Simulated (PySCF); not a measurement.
Ionisation energy of Ar²⁺ by level of theory

Ar²⁺ [Ne] 3s2 3p4 (3P) → Ar³⁺ [Ne] 3s2 3p3 (4S), as a difference of total energies. Calculation: PySCF 2.14, in aug-cc-pVTZ-DK; scalar relativity by spin-free X2C-1e. Correlated levels: valence: [Ne] frozen. The calculations carry no spin-orbit coupling.

| method | ionisation energy (eV) |
| --- | --- |
| UHF | 39.386 |
| MP2 (valence) | 40.198 |
| SCS-MP2 (valence) | 40.285 |
| CCSD (valence) | 40.308 |
| CCSD(T) (valence) | 40.335 |

Task: How much does correlation contribute at CCSD(T) (valence)?

Result: 40.335 − (39.386) = 0.949 eV, measured against UHF.

A first-order spin-orbit estimate (lowest level to lowest level, LS coupling) adds 0.063 eV.

Errors of the correlated levels include the incompleteness of this basis and the frozen core.

For comparison: 40.735 ± 0.012 eV (semi-empirical (NIST evaluation); NIST Atomic Spectra Database, ionization energies).
